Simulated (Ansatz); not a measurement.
# Nudged elastic band run: GaH5OS

Input:

```yaml
crystal:
  periodic: [false, false, false]
  atoms:
    - { symbol: Ga, position_ang: [-0.017798, -0.060387, 0.166476] }
    - { symbol: O, position_ang: [-0.242011, -0.703577, 1.829624] }
    - { symbol: H, position_ang: [-1.097087, -1.011301, 2.083338] }
    - { symbol: H, position_ang: [1.47238, 0.023783, -0.314087] }
    - { symbol: H, position_ang: [-1.289638, 0.021612, -0.756524] }
    - { symbol: S, position_ang: [-0.041814, 2.666669, 1.210848] }
    - { symbol: H, position_ang: [1.283625, 2.816222, 1.259607] }
    - { symbol: H, position_ang: [-0.134458, 2.141879, 2.435118] }
basis:
  gaussian: { orbitals: def2-SVP }
hamiltonian:
  xc: hf
neb:
  order_check: false
  images: 7
  f_tol: 0.05
  max_iterations: 60
  final_atoms:
    - { symbol: Ga, position_ang: [0.09701954, 0.57886914, 0.06013348] }
    - { symbol: O, position_ang: [-0.32647567, -0.1721834, 2.0915537] }
    - { symbol: H, position_ang: [-1.04043795, -0.77823963, 2.23899682] }
    - { symbol: H, position_ang: [1.50814592, -0.05719514, -0.19650915] }
    - { symbol: H, position_ang: [-1.24091797, 0.08515698, -0.60340291] }
    - { symbol: S, position_ang: [0.04344982, 2.7552548, 0.71970735] }
    - { symbol: H, position_ang: [1.3517532, 2.90277267, 0.94672887] }
    - { symbol: H, position_ang: [-0.45933789, 0.58046457, 2.65719183] }
  initial_path:
    images:
      - { positions_ang: [[-0.017798, -0.060387, 0.166476], [-0.242011, -0.703577, 1.829624], [-1.097087, -1.011301, 2.083338], [1.47238, 0.023783, -0.314087], [-1.289638, 0.021612, -0.756524], [-0.041814, 2.666669, 1.210848], [1.283625, 2.816222, 1.259607], [-0.134458, 2.141879, 2.435118]] }
      - { positions_ang: [[-0.00202193, -0.04333653, 0.12376689], [-0.19704073, -0.52996328, 1.90543647], [-1.07007824, -0.8303354, 2.16790582], [1.46492952, 0.01920011, -0.41560421], [-1.28551489, 0.02186001, -0.78152702], [0.00215308, 2.60918913, 1.11583553], [1.11810168, 2.72771318, 1.48042234], [-0.09732948, 1.92057279, 2.31816417]] }
      - { positions_ang: [[0.01375413, -0.02628607, 0.08105777], [-0.15207047, -0.35634956, 1.98124894], [-1.04306948, -0.6493698, 2.25247363], [1.45747904, 0.01461722, -0.51712141], [-1.28139177, 0.02210801, -0.80653003], [0.04612016, 2.55170926, 1.02082307], [0.95257836, 2.63920436, 1.70123768], [-0.06020097, 1.69926658, 2.20121035]] }
      - { positions_ang: [[0.0295302, -0.0092356, 0.03834866], [-0.1071002, -0.18273585, 2.05706141], [-1.01606072, -0.46840421, 2.33704145], [1.45002857, 0.01003434, -0.61863862], [-1.27726866, 0.02235602, -0.83153305], [0.09008724, 2.49422939, 0.9258106], [0.78705503, 2.55069554, 1.92205302], [-0.02307245, 1.47796037, 2.08425652]] }
      - { positions_ang: [[0.04530626, 0.00781487, -0.00436045], [-0.06212994, -0.00912213, 2.13287388], [-0.98905196, -0.28743861, 2.42160927], [1.44257809, 0.00545145, -0.72015583], [-1.27314555, 0.02260402, -0.85653606], [0.13405432, 2.43674952, 0.83079813], [0.62153171, 2.46218673, 2.14286836], [0.01405606, 1.25665415, 1.9673027]] }
      - { positions_ang: [[0.05823458, 0.15057844, 0.01176303], [-0.12821637, -0.04988745, 2.12254384], [-1.00189846, -0.41013886, 2.37595615], [1.45897005, -0.0102102, -0.58924416], [-1.26508865, 0.03824226, -0.79325277], [0.1114032, 2.51637584, 0.80302544], [0.80408708, 2.57233321, 1.84383349], [-0.10429243, 1.08760676, 2.13977498]] }
      - { positions_ang: [[0.0711629, 0.293342, 0.02788651], [-0.19430281, -0.09065276, 2.11221379], [-1.01474496, -0.53283912, 2.33030304], [1.475362, -0.02587185, -0.45833249], [-1.25703176, 0.0538805, -0.72996949], [0.08875207, 2.59600216, 0.77525274], [0.98664246, 2.6824797, 1.54479862], [-0.22264091, 0.91855936, 2.31224726]] }
      - { positions_ang: [[0.08409122, 0.43610557, 0.04401], [-0.26038924, -0.13141808, 2.10188375], [-1.02759145, -0.65553938, 2.28464993], [1.49175396, -0.04153349, -0.32742082], [-1.24897486, 0.06951874, -0.6666862], [0.06610095, 2.67562848, 0.74748005], [1.16919783, 2.79262618, 1.24576375], [-0.3409894, 0.74951197, 2.48471955]] }
      - { positions_ang: [[0.09701954, 0.57886914, 0.06013348], [-0.32647567, -0.1721834, 2.0915537], [-1.04043795, -0.77823963, 2.23899682], [1.50814592, -0.05719514, -0.19650915], [-1.24091797, 0.08515698, -0.60340291], [0.04344982, 2.7552548, 0.71970735], [1.3517532, 2.90277267, 0.94672887], [-0.45933789, 0.58046457, 2.65719183]] }
```

Command:

```bash
$ ansatz run input.yaml --threads 1 --pin off --max-ram 2048MiB --backend cpu --events-out ev --progress --plain --runs-dir out
```

Output, in part (warnings, iteration lines, the closing report on the highest movable image, with atoms numbered from 0):

```
NEB end point (image 0): max|allowed force component| = 2.386e-2 eV/Å (the criterion of neb.relax_end_points is 1.000e-2)
NEB end point (image 8): max|allowed force component| = 2.532e-2 eV/Å (the criterion of neb.relax_end_points is 1.000e-2)
NEB iter   1: max|band force component| = 8.679e0 eV/Å  barrier→ = 2.4457 eV  barrier← = 3.1372 eV  Δτ_max = 0.2000 Å  (256 SCF iters)
NEB iter   2: max|band force component| = 2.866e0 eV/Å  barrier→ = 1.1406 eV  barrier← = 1.8321 eV  Δτ_max = 0.1993 Å  (202 SCF iters)
NEB iter   3: max|band force component| = 1.700e0 eV/Å  barrier→ = 0.6610 eV  barrier← = 1.3525 eV  Δτ_max = 0.2000 Å  (199 SCF iters)
NEB iter   4: max|band force component| = 1.265e0 eV/Å  barrier→ = 0.4756 eV  barrier← = 1.1672 eV  Δτ_max = 0.2000 Å  (187 SCF iters)
NEB iter   5: max|band force component| = 1.416e0 eV/Å  barrier→ = 0.7506 eV  barrier← = 1.4421 eV  Δτ_max = 0.1010 Å  (192 SCF iters)
NEB iter   6: max|band force component| = 7.233e-1 eV/Å  barrier→ = 0.6470 eV  barrier← = 1.3386 eV  Δτ_max = 0.0763 Å  (175 SCF iters)
NEB iter   7: max|band force component| = 3.143e-1 eV/Å  barrier→ = 0.6022 eV  barrier← = 1.2937 eV  CI = image 4  Δτ_max = 0.0779 Å  (171 SCF iters)
NEB iter   8: max|band force component| = 2.697e-1 eV/Å  barrier→ = 0.5939 eV  barrier← = 1.2855 eV  CI = image 4  Δτ_max = 0.0451 Å  (165 SCF iters)
NEB iter   9: max|band force component| = 2.373e-1 eV/Å  barrier→ = 0.5856 eV  barrier← = 1.2772 eV  CI = image 4  Δτ_max = 0.0510 Å  (166 SCF iters)
NEB iter  10: max|band force component| = 4.348e-1 eV/Å  barrier→ = 0.5768 eV  barrier← = 1.2684 eV  CI = image 4  Δτ_max = 0.0258 Å  (166 SCF iters)
NEB iter  11: max|band force component| = 7.897e-2 eV/Å  barrier→ = 0.5758 eV  barrier← = 1.2673 eV  CI = image 4  Δτ_max = 0.0217 Å  (168 SCF iters)
NEB iter  12: max|band force component| = 7.710e-2 eV/Å  barrier→ = 0.5751 eV  barrier← = 1.2667 eV  CI = image 4  Δτ_max = 0.0514 Å  (166 SCF iters)
NEB iter  13: max|band force component| = 3.271e-1 eV/Å  barrier→ = 0.5749 eV  barrier← = 1.2664 eV  CI = image 4  Δτ_max = 0.0257 Å  (171 SCF iters)
NEB iter  14: max|band force component| = 1.096e-1 eV/Å  barrier→ = 0.5746 eV  barrier← = 1.2662 eV  CI = image 4  Δτ_max = 0.0401 Å  (170 SCF iters)
NEB iter  15: max|band force component| = 3.718e-2 eV/Å  barrier→ = 0.5745 eV  barrier← = 1.2660 eV  CI = image 4  Δτ_max = 0.0000 Å  (371 SCF iters)
Total energy: -65256.06217575 eV, -2398.1160528111 hartree
Atom 0 at     0.048193     0.236750     0.076435 Å, force     0.007248    -0.001390    -0.002459 eV/Å
Atom 1 at    -0.252952    -0.122739     1.938621 Å, force    -0.019764     0.016045     0.010831 eV/Å
Atom 2 at    -0.958713    -0.658954     2.271284 Å, force     0.008633    -0.007528     0.000882 eV/Å
Atom 3 at     1.535189    -0.006277    -0.337394 Å, force    -0.001230     0.000290    -0.003543 eV/Å
Atom 4 at    -1.252124     0.033065    -0.773175 Å, force     0.001184     0.001518     0.000004 eV/Å
Atom 5 at    -0.101488     2.516039     1.224143 Å, force     0.001406     0.007280     0.002136 eV/Å
Atom 6 at     1.199389     2.681318     1.482319 Å, force    -0.003418    -0.003649    -0.001883 eV/Å
Atom 7 at    -0.284295     1.215699     2.032168 Å, force     0.005940    -0.012566    -0.005968 eV/Å
Dipole moment:    -0.073451    -0.177250     0.182730 e Å
```

It converged. A vibrational analysis at the climbing image gives one clearly imaginary mode, 1455i cm⁻¹: a first-order saddle point. The orbitals stay closed-shell, which can raise the energy where a bond breaks towards radicals; this wasn't checked here.

Final band (atoms are numbered from 1 in the order of the input):

| image | path coordinate (Å) | energy (kcal/mol) | S6–H8 (Å) | O2–H8 (Å) |
| --- | --- | --- | --- | --- |
| 0 | 0.00 | 0.0 | 1.34 | 2.91 |
| 1 | 0.35 | 0.3 | 1.34 | 2.57 |
| 2 | 0.70 | 1.8 | 1.34 | 2.17 |
| 3 | 1.05 | 6.3 | 1.37 | 1.76 |
| 4 | 1.40 | 13.2 | 1.54 | 1.34 |
| 5 | 1.77 | -2.9 | 1.93 | 1.02 |
| 6 | 2.14 | -13.1 | 2.34 | 0.96 |
| 7 | 2.50 | -15.4 | 2.69 | 0.95 |
| 8 | 2.87 | -15.9 | 2.96 | 0.95 |

Run time: 3.1 min on 1 thread of Arm Neoverse V1, with other jobs on the host, peak memory 0.2 GiB.
